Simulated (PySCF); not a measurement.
# [ReO3(H2O)2]+: from a saddle point downhill

PySCF 2.14.0, RKS PBE0, Re def2-SVP with ECP60, O def2-SVP, H def2-SVP; non-relativistic Hamiltonian with scalar-relativistic core potentials where named; density fitting; no spin-orbit coupling. Relaxed within the symmetry of its start, the geometry (Cs) is

```xyz
10

Re    0.0872    0.0872    0.0179
O     0.1478    0.1478    1.6961
O     1.6514   -0.2402   -0.5117
O    -0.2402    1.6514   -0.5117
O    -2.0704   -0.1671   -0.3975
H    -2.7306   -0.8067   -0.0886
H    -2.5295    0.6659   -0.6049
O    -0.1671   -2.0704   -0.3975
H    -0.8067   -2.7306   -0.0886
H     0.6659   -2.5295   -0.6049
```

and its lowest harmonic modes are -200, 119, 166, 197, 221, 267 cm⁻¹ (negative: unstable). It was moved along the lowest mode and relaxed again.

Task: Where does it end, and how much lower?

Result: In Cs, 0.159 eV lower, after 29 steps:
```xyz
10

Re    0.0316    0.1601    0.0880
O     0.4629   -0.1581    1.6834
O     1.3756   -0.1065   -0.8887
O    -0.2854    1.8109    0.0063
O    -1.9607   -0.1316   -0.6060
H    -2.3626   -0.9986   -0.7842
H    -2.5752    0.5980   -0.8011
O    -0.3961   -2.1004   -0.1279
H    -0.3521   -2.6128    0.6975
H     0.1809   -2.5643   -0.7587
```

Task: How do the contacts change?

Result: 
```json
{"contact": "Re1–O2 (O)", "saddle (Å)": "1.680", "end (Å)": "1.683"}
{"contact": "Re1–O3 (O)", "saddle (Å)": "1.684", "end (Å)": "1.683"}
{"contact": "Re1–O4 (O)", "saddle (Å)": "1.684", "end (Å)": "1.683"}
{"contact": "Re1–O5 (H2O)", "saddle (Å)": "2.212", "end (Å)": "2.130"}
{"contact": "Re1–O8 (H2O)", "saddle (Å)": "2.212", "end (Å)": "2.311"}
```


Task: Is the end a minimum?

Result: Yes; lowest modes 86, 155, 169, 211, 220, 318 cm⁻¹.

State: singlet.
